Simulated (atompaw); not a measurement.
**u(r) = r·R(r): atom against pseudo-atom (Cu)**

Columns: radius, all-electron u(r) and pseudo u(r) of the 4s shell (level -34.25 eV) of copper in the configuration [Ar] 3d8 4s0 4p0; PBEsol, scalar-relativistic, PAW (atompaw) scheme, atompaw 4.2.0.5.

```json
{"r (bohr)": "0.083", "all-electron": "0.0713", "pseudo": "0.0494"}
{"r (bohr)": "0.165", "all-electron": "0.2390", "pseudo": "0.0983"}
{"r (bohr)": "0.248", "all-electron": "0.0895", "pseudo": "0.1478"}
{"r (bohr)": "0.331", "all-electron": "-0.1415", "pseudo": "0.1973"}
{"r (bohr)": "0.413", "all-electron": "-0.3118", "pseudo": "0.2463"}
{"r (bohr)": "0.496", "all-electron": "-0.3875", "pseudo": "0.2957"}
{"r (bohr)": "0.579", "all-electron": "-0.3755", "pseudo": "0.3450"}
{"r (bohr)": "0.662", "all-electron": "-0.3008", "pseudo": "0.3938"}
{"r (bohr)": "0.744", "all-electron": "-0.1894", "pseudo": "0.4413"}
{"r (bohr)": "0.827", "all-electron": "-0.0580", "pseudo": "0.4884"}
{"r (bohr)": "0.910", "all-electron": "0.0781", "pseudo": "0.5340"}
{"r (bohr)": "0.992", "all-electron": "0.2083", "pseudo": "0.5771"}
{"r (bohr)": "1.075", "all-electron": "0.3298", "pseudo": "0.6183"}
{"r (bohr)": "1.158", "all-electron": "0.4379", "pseudo": "0.6566"}
{"r (bohr)": "1.240", "all-electron": "0.5299", "pseudo": "0.6909"}
{"r (bohr)": "1.323", "all-electron": "0.6077", "pseudo": "0.7215"}
{"r (bohr)": "1.406", "all-electron": "0.6702", "pseudo": "0.7476"}
{"r (bohr)": "1.488", "all-electron": "0.7180", "pseudo": "0.7684"}
{"r (bohr)": "1.571", "all-electron": "0.7534", "pseudo": "0.7841"}
{"r (bohr)": "1.654", "all-electron": "0.7769", "pseudo": "0.7943"}
{"r (bohr)": "1.737", "all-electron": "0.7900", "pseudo": "0.7989"}
{"r (bohr)": "1.819", "all-electron": "0.7939", "pseudo": "0.7978"}
{"r (bohr)": "1.902", "all-electron": "0.7901", "pseudo": "0.7915"}
{"r (bohr)": "1.985", "all-electron": "0.7797", "pseudo": "0.7800"}
{"r (bohr)": "2.067", "all-electron": "0.7640", "pseudo": "0.7640"}
{"r (bohr)": "2.150", "all-electron": "0.7437", "pseudo": "0.7437"}
```

Question: How many radial nodes do the two functions have?

Answer: The all-electron 4s function has n − l − 1 = 3 (the table is too coarse to show those close to the nucleus); the pseudo-wave has 0, since the states of the same l below it are removed with the core.

Question: Where does each function peak?

Answer: Outermost all-electron maximum near 1.82 bohr, pseudo maximum near 1.74 bohr (to the table’s step).

Question: Is the pseudo-wave norm-conserving?

Answer: No, it belongs to a PAW set: the norm inside the radius is not constrained, and the difference is carried by the augmentation charge.
